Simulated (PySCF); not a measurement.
RbF at PBE0

Computed with PBE0; basis Rb x2c-TZVPall, F x2c-TZVPall; spin-free X2C with a Gaussian nucleus; PySCF 2.14.

For RbF, the state is ¹Σ⁺ (singlet), closed shell and the bond length is 2.251 Å. The harmonic wavenumber is 385 cm⁻¹. The force constant is 1.35 mdyn/Å, the rotational constant Be is 0.2143 cm⁻¹ and the anharmonicity ωexe is 1.93 cm⁻¹. The vibration–rotation constant αe is 0.00153 cm⁻¹ and the well depth De to Rb + F is 4.85 eV. The dissociation energy D0 is 4.83 eV and the HOMO–LUMO gap is 5.42 eV. The bond order (Mayer) is 0.47 and the dipole moment (positive dipole means Rb(−)F(+)) is -8.15 D.
